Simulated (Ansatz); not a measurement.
`[F][Hf]([F])([F])[Br]` + H–F → `[F][Hf]([F])([F])[F]` + HBr at 400 K and 1 bar (ligand exchange at the Hf–Br bond).

Computed with Ansatz on PBE0-D4/def2-TZVP structures; ΔE is electronic, products minus reactants. CCSD(T)/CBS is the MP2 limit (def2-TZVPP, def2-QZVPP) plus CCSD(T) − MP2 in def2-TZVPP, frozen cores. This one scheme is used for every species. Elements past krypton have def2 core potentials. For Br, Hf outer-core shells are correlated without core-valence functions, which leaves a few kJ/mol of doubt a bond. Scalar relativity is left out up to krypton.

```
                species  CCSD(T)/CBS energy (Eh)  H − E (kJ/mol)  S (J/(mol·K))
`[F][Hf]([F])([F])[Br]`              -2920.92444            48.2          391.2
                    H–F               -100.39570            36.5          182.2
 `[F][Hf]([F])([F])[F]`               -447.40567            49.5          355.4
                    HBr              -2573.91920            27.6          207.2
```

H − E and S are ideal-gas, rigid-rotor, harmonic terms from PBE0-D4/def2-TZVP. 1 Eh = 2625.50 kJ/mol, R = 8.31446 J/(mol·K).

Question: By hand: ΔE, ΔH, ΔS and ΔG.

Answer: ΔE = (-447.40567) + (-2573.91920) − (-2920.92444) − (-100.39570) = -0.00473 Eh = -12.4 kJ/mol. Δ(H − E) = 49.5 + 27.6 − 48.2 − 36.5 = -7.6, so ΔH = -20.0 kJ/mol. ΔS = 355.4 + 207.2 − 391.2 − 182.2 = -10.8 J/(mol·K). ΔG = -20.0 − 400 × (-10.8)/1000 = -15.7 kJ/mol.

Question: By hand: the equilibrium constant, and the temperature at which ΔG would vanish if ΔH and ΔS stayed fixed.

Answer: log₁₀ K = −ΔG/(RT ln 10) = 2.1. ΔG = 0 at ΔH/ΔS = 1852 K, though so small a ΔS makes that figure unsure.

The number of gas molecules stays the same, so ΔS is small and ΔH decides. A doubt of 5 kJ/mol in ΔE shifts log₁₀ K by 0.7 here. These are equilibria of isolated gas molecules and say nothing of rates. Largest T1 diagnostic: 0.016 (customary marks: 0.02 for closed shells, 0.045 for open ones).
